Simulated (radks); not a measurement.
Initial-state core-level shifts of neutral technetium when its valence configuration changes from [Kr] 4d5 5s2. Method: Dirac Kohn-Sham, PBE, spin-unpolarised, spherical densities, finite nucleus; open shells fill j = l - 1/2 first; Fermi nuclear charge, rms radius 4.4112 fm; computed with a radial shooting solver on a logarithmic mesh with Libxc functionals. Shifts are changes of the shell-averaged eigenvalues in eV (positive: less bound); the change of the density at the nucleus, which sets a Mossbauer isomer shift, is in e/bohr^3, on a base of 1.002e+05.

valence               2s       2p       3s       4p  density at nucleus
4d5.5 5s1.5       +1.736   +1.727   +1.705   +1.497               -8.97
4d6 5s1           +3.299   +3.283   +3.249   +2.878              -16.78
4d4 5s2 5p1       -5.263   -5.243   -5.176   -4.602               +8.17
4d4.5 5s1.5 5p1   -3.232   -3.223   -3.204   -2.955               -2.75
4d5 5s1 5p1       -1.346   -1.346   -1.362   -1.387              -12.44
4d3 5s2 5p2      -11.011  -10.968  -10.761   -9.303              +17.57
4d3 5s1 5p3      -12.263  -12.218  -12.022  -10.527               -0.34
4d3 5p4          -13.453  -13.405  -13.221  -11.686              -19.57
4d7               +5.855   +5.826   +5.788   +5.210              -29.37
